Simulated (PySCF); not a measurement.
**Electron correlation in Tc (technetium, neutral)**

Starting occupation: [Kr] 4d5 5s1 5p1, 4d5/2 with m_j = -3/2, -1/2, +1/2, +3/2, +5/2, 5s1/2 with m_j = +1/2, 5p3/2 with m_j = +3/2. All numbers are calculated (PySCF 2.14, X2C-1e with screened-nucleus spin-orbit coupling, Gaussian nucleus, in x2c-TZVPall-2c with one added diffuse shell each of s, p, d type (9s10p8d1f, 86 functions)). Frozen: [Ar] 3d10; 15 electrons correlated; the 6 highest virtual spinors left out.

MP2 pair energies summed by pair of shells (mhartree):

```json
{"pair": "4d-4p", "energy": "-116.73", "share (%)": "37.9"}
{"pair": "4p-4p", "energy": "-66.54", "share (%)": "21.6"}
{"pair": "4d-4d", "energy": "-47.10", "share (%)": "15.3"}
{"pair": "4p-4s", "energy": "-23.40", "share (%)": "7.6"}
{"pair": "4d-5s", "energy": "-12.65", "share (%)": "4.1"}
{"pair": "4d-4s", "energy": "-12.11", "share (%)": "3.9"}
{"pair": "4p-5s", "energy": "-10.79", "share (%)": "3.5"}
{"pair": "4d-5p", "energy": "-7.19", "share (%)": "2.3"}
{"pair": "4s-4s", "energy": "-3.92", "share (%)": "1.3"}
{"pair": "4p-5p", "energy": "-3.91", "share (%)": "1.3"}
{"pair": "5p-5s", "energy": "-2.28", "share (%)": "0.7"}
{"pair": "4s-5s", "energy": "-0.76", "share (%)": "0.2"}
{"pair": "4s-5p", "energy": "-0.29", "share (%)": "0.1"}
```

Total MP2 correlation energy: -307.66 mhartree.

The GHF reference relaxed away from the jj start to a determinant that is no pure jj level (⟨S²⟩ = 15.74, ⟨J²⟩ = 24.76); the energies belong to that determinant.

This basis was not built for core-valence correlation, so the inner-shell part is incomplete.
